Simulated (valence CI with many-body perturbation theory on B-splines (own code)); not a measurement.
**Energy levels of Sb²⁺**

Method: valence CI with perturbative core correlation (CI+MBPT): three valence electrons over a frozen Dirac-Fock core [Kr] 4d10, a basis of 9 s, 9 p, 8 d, 6 f, 3 g, 1 h functions for each j, with the one-electron correlation potential Σ1, the two-electron term Σ2, the three-electron term Σ3, Breit, model QED; selected CI, second order for the rest, scaled by the run's own slope (own B-spline code, finite nucleus).

Set against measurement, 16 paired levels are off by 232 cm⁻¹ on average, the worst by 764. These come from a selection out of Moore, Atomic Energy Levels, vol. III, NSRDS-NBS 35 (1971 reprint of NBS Circular 467, 1958), an old analysis. Levels without a partner in it may be off by more. 1 measured level below the end of the list, from 163388 cm⁻¹ on, found no clear computed partner, and computed levels of the same name lie up to 1324 cm⁻¹ from them.

Levels 1 to 43 of 43, with energies above the lowest level, 5s2 5p 2P°_1/2. "Leading %" is the weight of the configuration and term that name the level; weights of strongly mixed levels are sums over their largest components and can fall short, so below about 35 % the name and the second component can differ from the true leading terms, or belong to a minority configuration. Lifetimes count E1, E2, E3, M1 and M2 decay at the calculated energies, and are blank where another channel may lead or the interval is too uncertain; long ones can be off by a factor of two.

```csv
No.,Configuration,Term,J,E (cm⁻¹),Leading %,Lifetime,Second component
1,5s2 5p,2P°,1/2,0.0,97,,
2,5s2 5p,2P°,3/2,6576,97,388 ms,
3,5s 5p2,4P,1/2,57612,97,120 ns,
4,5s 5p2,4P,3/2,60597,98,792 ns,
5,5s 5p2,4P,5/2,64018,94,222 ns,4 % 5s 5p2 2D
6,5s 5p2,2D,3/2,76306,77,9.52 ns,18 % 5s2 5d 2D
7,5s 5p2,2D,5/2,77580,73,29.4 ns,19 % 5s2 5d 2D
8,5s 5p2,2S,1/2,93093,46,489 ps,37 % 5s 5p2 2P
9,5s2 6s,2S,1/2,93671,82,284 ps,10 % 5s 5p2 2P
10,5s2 5d,2D,3/2,99116,60,187 ps,25 % 5s 5p2 2P
11,5s 5p2,2P,1/2,100074,48,258 ps,46 % 5s 5p2 2S
12,5s2 5d,2D,5/2,100668,76,209 ps,18 % 5s 5p2 2D
13,5s 5p2,2P,3/2,102269,69,190 ps,17 % 5s2 5d 2D
14,5s2 6p,2P°,1/2,114842,95,3.92 ns,
15,5s2 6p,2P°,3/2,116489,95,3.40 ns,
16,4f 5s2,2F°,7/2,136492,92,1.24 ns,
17,4f 5s2,2F°,5/2,136551,93,1.24 ns,
18,5s2 7s,2S,1/2,142363,96,761 ps,
19,5s2 6d,2D,3/2,144733,95,843 ps,
20,5s2 6d,2D,5/2,144970,95,944 ps,
21,5p3,2D°,3/2,145354,43,6.44 ns,43 % 5s 5p 5d 2D°
22,5s 5p 5d,2D°,5/2,147144,47,14.2 ns,47 % 5p3 2D°
23,5s2 7p,2P°,1/2,151124,92,6.47 ns,
24,5p3,4S°,3/2,151526,51,399 ps,22 % 5s 5p 5d 4F°
25,5s2 7p,2P°,3/2,151920,74,1.80 ns,11 % 5s 5p 5d 4F°
26,5s 5p 5d,4F°,3/2,152078,58,635 ps,30 % 5p3 4S°
27,5s 5p 5d,4F°,5/2,153149,90,3.69 ns,4 % 5s 5p 5d 4D°
28,5s 5p 5d,4F°,7/2,155132,89,3.02 ns,6 % 5s 5p 5d 4D°
29,5s 5p 6s,4P°,1/2,156586,91,403 ps,
30,5s 5p 6s,4P°,3/2,158544,82,313 ps,4 % 5s 5p 5d 4P°
31,5s 5p 5d,4F°,9/2,158595,96,,
32,5s 5p 5d,4P°,5/2,159965,49,207 ps,37 % 5s 5p 5d 4D°
33,5s 5p 5d,4D°,1/2,160023,62,244 ps,13 % 5s 5p 6s 2P°
34,5s 5p 5d,4D°,3/2,160132,60,247 ps,18 % 5s 5p 5d 4P°
35,5s2 5f,2F°,7/2,160723,91,2.84 ns,
36,5s2 5f,2F°,5/2,160772,92,2.91 ns,
37,5s 5p 6s,2P°,1/2,161290,38,500 ps,27 % 5s 5p 5d 4D°
38,5s 5p 5d,2P°,3/2,163155,30,814 ps,26 % 5p3 2P°
39,5s2 5g,2G,9/2,163642,96,2.90 ns,
40,5s2 5g,2G,7/2,163643,96,2.90 ns,
41,5s 5p 6s,4P°,5/2,163798,77,314 ps,18 % 5s 5p 5d 4D°
42,5s 5p 5d,4D°,7/2,164154,89,188 ps,6 % 5s 5p 5d 4F°
43,5s2 8s,2S,1/2,164713,96,1.33 ns,
```

Names give the largest LS component (configuration and term), which can be under half, so a name can repeat, a term be missing and a line seem to break the LS rules; names also repeat where a configuration has a term twice.

Where two levels of one J and parity lie close, their mixing, g and order are uncertain.

The ionisation energy to 5s2 1S_0 of the next ion comes out as 25.316 eV (NIST: 25.3235 eV (measured)). All 43 levels together are meant to be complete up to 164960 cm⁻¹.
